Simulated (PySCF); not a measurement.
WO₂Cl, SMILES [O]=[W+](=[O])[Cl], charge +1, multiplicity 1.

Geometry: B3LYP-D3(BJ)/def2-SVP. The spin state was assumed, not searched. The isomer is the one that the SMILES or the coordinates give; other isomers of the formula were not compared. The def2 effective core potentials stand for the cores of W; spin–orbit coupling is left out.

Level of theory: TDDFT-M06-2X/def2-SVPD run with PySCF.

Vertical excitations.  State labels are in the subgroup Cs.

Computed excitation energies, oscillator strengths and character:
```json
[
 {"state": "S1", "symmetry": "A\"", "energy (eV)": "3.24", "λ (nm)": "383", "f": "0.000", "main pairs": "HOMO−2→LUMO 59 %, HOMO→LUMO 36 %"},
 {"state": "S2", "symmetry": "A\"", "energy (eV)": "3.70", "λ (nm)": "335", "f": "0.003", "main pairs": "HOMO→LUMO 59 %, HOMO−2→LUMO 35 %"},
 {"state": "S3", "symmetry": "A'", "energy (eV)": "3.84", "λ (nm)": "323", "f": "0.019", "main pairs": "HOMO−1→LUMO 91 %"},
 {"state": "S4", "symmetry": "A'", "energy (eV)": "4.43", "λ (nm)": "280", "f": "0.001", "main pairs": "HOMO−2→LUMO+2 50 %, HOMO→LUMO+2 16 %, HOMO−1→LUMO+1 11 %"},
 {"state": "S5", "symmetry": "A\"", "energy (eV)": "4.52", "λ (nm)": "274", "f": "0.000", "main pairs": "HOMO→LUMO+1 63 %, HOMO−2→LUMO+1 24 %"},
 {"state": "S6", "symmetry": "A'", "energy (eV)": "4.61", "λ (nm)": "269", "f": "0.000", "main pairs": "HOMO−3→LUMO 61 %, HOMO−4→LUMO 15 %, HOMO−2→LUMO+2 14 %"},
 {"state": "S7", "symmetry": "A\"", "energy (eV)": "4.91", "λ (nm)": "253", "f": "0.003", "main pairs": "HOMO−2→LUMO+1 65 %, HOMO→LUMO+1 24 %"},
 {"state": "S8", "symmetry": "A'", "energy (eV)": "4.97", "λ (nm)": "249", "f": "0.012", "main pairs": "HOMO−1→LUMO+1 69 %, HOMO−2→LUMO+2 12 %"},
 {"state": "S9", "symmetry": "A'", "energy (eV)": "5.37", "λ (nm)": "231", "f": "0.012", "main pairs": "HOMO−4→LUMO 55 %, HOMO−3→LUMO 22 %"},
 {"state": "S10", "symmetry": "A\"", "energy (eV)": "5.40", "λ (nm)": "230", "f": "0.002", "main pairs": "HOMO−1→LUMO+2 38 %, HOMO−6→LUMO 20 %, HOMO−7→LUMO 14 %, HOMO−4→LUMO+2 14 %"},
 {"state": "T1", "symmetry": "A\"", "energy (eV)": "3.12", "λ (nm)": "398", "f": "0", "main pairs": "HOMO−2→LUMO 59 %, HOMO→LUMO 34 %"},
 {"state": "T2", "symmetry": "A'", "energy (eV)": "3.37", "λ (nm)": "367", "f": "0", "main pairs": "HOMO−1→LUMO 86 %"},
 {"state": "T3", "symmetry": "A\"", "energy (eV)": "3.42", "λ (nm)": "363", "f": "0", "main pairs": "HOMO→LUMO 55 %, HOMO−2→LUMO 31 %"},
 {"state": "T4", "symmetry": "A'", "energy (eV)": "4.06", "λ (nm)": "305", "f": "0", "main pairs": "HOMO−3→LUMO 65 %, HOMO−5→LUMO 11 %"}
]
```
Triplets are in the Tamm–Dancoff approximation, which puts them higher than full response would, so one can lie above its singlet here.
